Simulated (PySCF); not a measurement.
# A thermochemical cycle for SrHg

MP2 in PySCF with def2-SVP on every atom (core potentials on Sr, Hg), for the lowest determinant that a PBE0 search found; no spin–orbit coupling. SrHg, a singlet (closed shell), has De = 0.07 eV to neutral atoms, and SrHg⁺, a doublet (σ ↑), has De = 0.29 eV to Sr⁺ + Hg.

At the same level the Sr atom ionises at 5.41 eV.

Question: What is the adiabatic ionisation energy of the molecule, and does ionisation strengthen or weaken the bond?

Answer: IE = IE(Sr) + De(neutral) − De(ion) = 5.41 + 0.07 − 0.29 = 5.19 eV. De changes by +0.22 eV, so ionisation strengthens the bond.

Correlated steps freeze no core orbitals. Weak bonds: SrHg, SrHg⁺. Basis-set superposition, not corrected here, can be much of De in a small basis, most of all at correlated wavefunction levels. Spin–orbit coupling is left out. For an ion De counts to the pair picked by the measured ionisation energies or electron affinities, which need not be the lowest pair at this level. States were picked by a PBE0 search and need not be the measured ground states.
